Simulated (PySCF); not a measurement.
PySCF input file for CF₃, SMILES F[C+](F)F, charge +1, B3LYP-D3(BJ)/def2-TZVP. Geometry optimised at B3LYP-D3(BJ)/def2-TZVP.

```python
import numpy as np
from pyscf import gto, scf, dft, df
from pyscf.hessian import thermo

mol = gto.M(
    atom='''
    C     0.00000000    0.00000000    0.00000000
    F     1.23568975    0.00000000    0.00000000
    F    -0.61784488    1.07013872    0.00000000
    F    -0.61784488   -1.07013872    0.00000000
    ''',
    basis='def2-TZVP',
    charge=1,
    spin=0,
    max_memory=1600,
    verbose=3,
)
mf = dft.RKS(mol, xc='b3lyp').density_fit(auxbasis='def2-universal-jkfit')
mf.disp = 'd3bj'
mf.grids.level = 3
mf.conv_tol = 1e-11
mf.max_cycle = 100
mf.kernel()

# [left out here: the lines that compute and print the analytic Hessian (its translational invariance restored by hand, since the grid's response is missing), thermochemistry and intensities]
```

Program output:

```
converged SCF energy = -337.383694457036

WARN: DFTD3 does not support analytical Hessian, using finite difference


WARN: Mole.unit (angstrom) is changed to Bohr

Mode                                 0                   1                   2
Irrep
Freq [cm^-1]                      586.9049            586.9956            798.2456
Reduced mass [au]                  18.0781             18.0782             12.8325
Force const [Dyne/A]                3.6689              3.6701              4.8176
Char temp [K]                     844.4254            844.5560           1148.4977
Normal mode                   x     y     z       x     y     z       x     y     z
       0   C                -0.00  0.09  0.00   -0.09 -0.00  0.00   -0.00  0.00 -0.26
       1   F                -0.00 -0.14 -0.00   -0.11  0.00 -0.00   -0.00 -0.00  0.06
       2   F                -0.11  0.05 -0.00    0.08  0.11 -0.00    0.00  0.00  0.06
       3   F                 0.11  0.04 -0.00    0.08 -0.11 -0.00    0.00 -0.00  0.06
Mode                                 3                   4                   5
Irrep
Freq [cm^-1]                     1048.4663           1660.1459           1660.1530
Reduced mass [au]                  18.9984             13.2894             13.2894
Force const [Dyne/A]               12.3048             21.5798             21.5801
Char temp [K]                    1508.5096           2388.5803           2388.5906
Normal mode                   x     y     z       x     y     z       x     y     z
       0   C                 0.00  0.00  0.00    0.25 -0.00 -0.00   -0.00 -0.25 -0.00
       1   F                -0.13 -0.00 -0.00   -0.10  0.00  0.00    0.00  0.01  0.00
       2   F                 0.07 -0.11 -0.00   -0.03  0.04  0.00   -0.04  0.07  0.00
       3   F                 0.07  0.11 -0.00   -0.03 -0.04  0.00    0.04  0.07  0.00
temperature 298.1500 [K]
pressure 101325.00 [Pa]
Rotational constants [GHz] 11.61422 11.61422 5.80711
Symmetry number 6
Zero-point energy (ZPE) 0.01445 [Eh]   37927.072 [J/mol]
                           tot       elec      trans        rot        vib
Entropy [J/mol/K]       250.316      0.000    161.553     83.563      5.200
Cv [J/mol/K]             38.268      0.000     12.472     12.472     13.325
Cp [J/mol/K]             46.582      0.000     20.786     12.472     13.325
Internal energy [J/mol]                      3718.434   3718.434  39105.974
Internal energy [Eh]   -337.36597  -337.38369
Enthalpy [J/mol]                             6197.391   3718.434  39105.974
Enthalpy [Eh]          -337.36502
Gibbs free energy [J/mol]                  -41969.758 -21195.811  37555.619
Gibbs free energy [Eh] -337.39345
mode   freq/cm-1   IR/(km/mol)
   1      586.90        11.965
   2      587.00        11.962
   3      798.25        62.681
   4     1048.47         0.000
   5     1660.15       438.088
   6     1660.15       438.037
max |gradient| / (hartree/bohr): 0.0001401970453345751
APT charges: [ 1.8469 -0.2823 -0.2823 -0.2823]
```

The calculation finished and met its thresholds.

Cost: around 40 core-seconds (rough).
